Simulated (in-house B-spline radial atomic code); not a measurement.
Whole-atom quantities along the 11-electron series, configuration [Ne] 3s1. Computed with an all-electron radial atomic-structure program (B-spline basis): non-relativistic Hartree-Fock, average of the configuration, point nuclei.

| ion | Z | E/Z² (Eh) | Σ<r²> (bohr²) | n(0)/Z³ (bohr⁻³) | Lamb diamagnetic shielding (ppm) | repulsion over attraction |
| --- | --- | --- | --- | --- | --- | --- |
| Mg+ | 12 | -1.3845 | 14.007 | 0.63249 | 702.73 | 0.16067 |
| Al2+ | 13 | ? | ? | ? | ? | ? |
| Si3+ | 14 | -1.4634 | 6.889 | 0.64295 | 849.43 | 0.14376 |
| P4+ | 15 | -1.4966 | 5.3468 | 0.64743 | 922.61 | 0.13619 |
| S5+ | 16 | -1.5265 | 4.2969 | 0.65149 | 995.74 | 0.12924 |
| Cl6+ | 17 | -1.5534 | 3.5412 | 0.65518 | 1068.84 | 0.12288 |
| Ar7+ | 18 | -1.5778 | 2.9754 | 0.65854 | 1141.9 | 0.11706 |
| K8+ | 19 | -1.6 | 2.5388 | 0.66162 | 1214.95 | 0.11172 |
| Ca9+ | 20 | -1.6202 | 2.194 | 0.66444 | 1287.99 | 0.10682 |
| Sc10+ | 21 | -1.6388 | 1.9163 | 0.66704 | 1361.01 | 0.10231 |
| Ti11+ | 22 | -1.6559 | 1.6891 | 0.66944 | 1434.03 | 0.098154 |
| V12+ | 23 | -1.6716 | 1.5006 | 0.67166 | 1507.04 | 0.094306 |
| Cr13+ | 24 | ? | ? | ? | ? | ? |
| Mn14+ | 25 | -1.6997 | 1.2083 | 0.67564 | 1653.04 | 0.087423 |
| Fe15+ | 26 | ? | ? | ? | ? | ? |
| Co16+ | 27 | -1.724 | 0.99454 | 0.6791 | 1799.04 | 0.081454 |
| Ni17+ | 28 | -1.735 | 0.90851 | 0.68067 | 1872.03 | 0.078759 |

Fill in the row of Al2+.

E/Z² (Eh): -1.4262; Σ<r²> (bohr²): 9.3604; n(0)/Z³ (bohr⁻³): 0.63799; Lamb diamagnetic shielding (ppm): 776.16; repulsion over attraction: 0.15196.

Fill in the row of Cr13+.

E/Z² (Eh): -1.6862; Σ<r²> (bohr²): 1.3425; n(0)/Z³ (bohr⁻³): 0.67372; Lamb diamagnetic shielding (ppm): 1580.04; repulsion over attraction: 0.090738.

Fill in the row of Fe15+.

E/Z² (Eh): -1.7123; Σ<r²> (bohr²): 1.0936; n(0)/Z³ (bohr⁻³): 0.67743; Lamb diamagnetic shielding (ppm): 1726.04; repulsion over attraction: 0.084336.

With what power of Z does the column «Σ<r²> (bohr²)» change over this range?

A fit of the logarithm of its size against log Z from Z = 12 to 28 has slope -3.09. Unscreened non-relativistic hydrogenic orbitals would give -2.
